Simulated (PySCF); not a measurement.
PbI4, optimised at PBE0/def2-TZVP:

```xyz
5

Pb    -0.0149     0.0097    -0.0165
I     -0.0152     1.0959    -2.5450
I     -0.0215    -2.7363    -0.1973
I      2.2363     0.8333     1.3351
I     -2.2591     0.8438     1.3403
```

Computed with PySCF and rigid-rotor harmonic-oscillator thermochemistry at 1 bar. All species are closed-shell singlets. I, Pb: scalar-relativistic def2 core potential, no spin-orbit coupling.

Problem. List the harmonic frequencies (cm⁻¹, unscaled) at this level and at the other levels, each on its own geometry.

Solution. 
- PBE0/def2-TZVP: 37, 37, 52, 52, 52, 139, 178, 178, 178
